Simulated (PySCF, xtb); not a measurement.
Si(GeH3)(H)2(OH) (GeH₆OSi), SMILES O[SiH2][GeH3].

xtb with GFN2-xTB at its own geometry gives an orbital gap of 5.18 eV and a dipole moment of 1.52 D.

Geometry: ωB97X-D3(BJ)/def2-SVP. One conformer was computed; it need not be the lowest.

Question: What does PBE/def2-TZVPD (PySCF) give? (The exact figures need the calculation; the answer reports its results.)

Answer: gap 5.27 eV (levels -6.67 and -1.39 eV), dipole 1.01 D.
